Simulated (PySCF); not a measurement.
NMR data sheet: C5H12Si2

```
Formula                               : C5H12Si2
SMILES                                : C=CCC1[SiH2]C[SiH2]1
Point group of the computed structure : C1
Degrees of unsaturation               : 2
Carbon signals                        : 5
Proton signals                        : 9
```

Structure with atom numbers: `[CH2:1]=[CH:2][CH2:3][CH:4]1[SiH2:5][CH2:6][SiH2:7]1`; H(Xn) means a hydrogen on atom n. Ha(C1) is cis to C3; Ha(Si5), Ha(C6), Ha(Si7) are cis to C3 on the ring; Hb(C1) is trans to C3; Hb(Si5), Hb(C6), Hb(Si7) are trans to C3 on the ring.

Isolated molecule, no relativistic terms, fast rotation and ring inversion assumed for equivalent nuclei, a single conformation. Geometry from GFN2-xTB; σ from GIAO-PBE0/pcSseg-1; PySCF 2.14.

References, each an isolated molecule treated in the same way: 1H (σref 31.72) and 13C (σref 186.93) and 29Si (σref 349.16) vs TMS.

| carbon | δC, type | δH (multiplicity) | HMBC from (2–3 bonds) | span of the C tensor (ppm) |
| --- | --- | --- | --- | --- |
| C1 | 120.0, CH2 | Hb(C1) 5.17 (m); Ha(C1) 5.31 (m) | H(C2), H(C3) | 199 |
| C2 | 149.9, CH | 5.92 (m) | Ha(C1), Hb(C1), H(C3), H(C4) | 238 |
| C3 | 40.0, CH2 | 2.32 (m) | H(C2), Ha(C1), Hb(C1), Hb(Si5)/Hb(Si7), Ha(Si5)/Ha(Si7), H(C4) | 34 |
| C4 | 18.8, CH | 1.43 (m) | H(C2), Hb(Si5)/Hb(Si7), Ha(Si5)/Ha(Si7), H(C3), Hb(C6), Ha(C6) | 51 |
| C6 | -10.4, CH2 | Hb(C6) 0.48 (m); Ha(C6) 0.42 (m) | Hb(Si5)/Hb(Si7), Ha(Si5)/Ha(Si7), H(C4) | 24 |

Other nuclei:
```tsv
atoms	nucleus	environment	δ (ppm)	σ (ppm)
Hb(Si5)/Hb(Si7)	1H	hydrogen on a silicon bonded to 2 C, in a 4-membered ring	4.83	26.88
Ha(Si5)/Ha(Si7)	1H	hydrogen on a silicon bonded to 2 C, in a 4-membered ring	4.63	27.09
Si5/Si7	29Si	silicon bonded to 2 C, 2 H, in a 4-membered ring	-30.5	379.6
```

Carbon types of the structure: 2 × CH, 3 × CH2, leaving 4 H on heteroatoms. δC 149.9: alkene CH; the olefinic region. δC 120.0: terminal =CH2 carbon; an sp2 carbon of a C=C bond. δH 5.92: hydrogen on an alkene CH; attached to an sp2 carbon and in the plane of the double bond. δH 5.31, 5.17: hydrogen on a terminal =CH2 carbon; olefinic region. δH 0.48, 0.42: hydrogen on an sp3 CH2 bonded to 2 Si; an electropositive neighbour shields it, as in TMS itself.

Shifts are as computed. Against solution values, carbons near 30 ppm lie about +3 ppm off and those near 130 ppm about +5 ppm (rms about the fit 2.1 ppm; single classes can miss by 10 ppm). Of 1328 compounds with measured shifts, 309 miss one by over three times the rms of a fit or turn the order of signals round; such compounds aren't used in these exercises. Signals without a measured value on file couldn't be tested in this way; 1H shifts scatter by 0.2 ppm about their fit, and single ones miss by 0.5 ppm. No couplings were computed; multiplicities are counted from neighbouring protons, with m where these are inequivalent, close in shift, in a saturated or five-membered ring or joined by F or P, and br s for small geminal =CH2 splittings.
